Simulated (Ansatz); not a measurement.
A nudged elastic band was laid between two geometries of C₃H₉NSi (14 atoms, charge 0, multiplicity 1).

All numbers below come from RKS PBE-D4/6-31G in Ansatz 0.2.0.

```yaml
movable_images: 5
climbing_image: yes
spring: 5.0 eV/Å²
optimiser: quadratic models (default)
start_path: IDPP
force_threshold: 0.05 eV/Å
iteration_limit: 60
end_points: relaxed
```

Initial state:

```xyz
14
Properties=species:S:1:pos:R:3
N -1.081 -1.182 1.815
C 0.209 -1.396 1.172
C 0.600 -0.457 0.038
C -0.164 0.559 -0.421
Si 0.339 1.716 -1.832
H -1.896 -1.364 1.229
H -1.167 -0.314 2.344
H 0.244 -2.438 0.794
H 0.999 -1.354 1.950
H 1.585 -0.657 -0.411
H -1.141 0.718 0.063
H -0.641 1.653 -2.989
H 1.710 1.323 -2.344
H 0.393 3.164 -1.379
```

Final state:

```xyz
14
Properties=species:S:1:pos:R:3
N -1.284 -1.164 1.481
C 0.088 -1.419 1.057
C 0.580 -0.428 0.019
C -0.081 0.697 -0.333
Si 0.538 1.917 -1.641
H -1.542 -1.525 2.396
H -1.995 -1.329 0.769
H 0.265 -2.448 0.654
H 0.740 -1.344 1.951
H 1.536 -0.692 -0.455
H -1.022 0.907 0.194
H -0.441 2.056 -2.794
H 1.863 1.434 -2.202
H 0.742 3.308 -1.068
```

Which bonds break or form, and what moves?

No bond is made or broken. The dihedral H6–N1–C2–C3 goes from 67 to -156°.

Give the energies along the band, and the barrier.

It converged. The highest image is number 3 of 0 to 6, 4.4 kcal/mol above the first end and 3.4 kcal/mol above the last; the last end lies 1.0 kcal/mol above the first. A vibrational analysis at the climbing image gives one clearly imaginary mode, 364i cm⁻¹: a first-order saddle point. Limits of this set-up: no polarisation functions.

| image | path coordinate (Å) | energy (kcal/mol) | dihedral H6–N1–C2–C3 (°) |
| --- | --- | --- | --- |
| 0 | 0.00 | 0.0 | 67 |
| 1 | 0.69 | 1.4 | 109 |
| 2 | 1.39 | 1.6 | 168 |
| 3 | 2.08 | 4.4 | 154 |
| 4 | 2.58 | 3.2 | 170 |
| 5 | 3.08 | 1.5 | -171 |
| 6 | 3.58 | 1.0 | -156 |

What is the geometry of the highest image?


```xyz
14
Properties=species:S:1:pos:R:3
N -1.184 -1.203 1.685
C 0.063 -1.492 1.009
C 0.520 -0.448 0.017
C -0.138 0.671 -0.366
Si 0.563 1.906 -1.622
H -1.727 -1.985 2.033
H -1.724 -0.400 1.386
H 0.027 -2.461 0.453
H 0.896 -1.620 1.740
H 1.511 -0.660 -0.409
H -1.128 0.904 0.050
H -0.339 2.050 -2.835
H 1.921 1.419 -2.087
H 0.725 3.291 -1.024
```

What are the harmonic wavenumbers there?

364i, 101, 143, 175, 197, 262, 292, 539, 564, 585, 739, 798, 864, 881, 906, 912, 971, 1006, 1119, 1170, 1239, 1245, 1339, 1387, 1503, 1647, 1656, 2096, 2108, 2125, 2855, 2871, 3079, 3085, 3558, 3681 cm⁻¹.

Run time: 6.4 min on 1 thread of Arm Neoverse V1, on a shared host, peak memory 0.13 GiB.
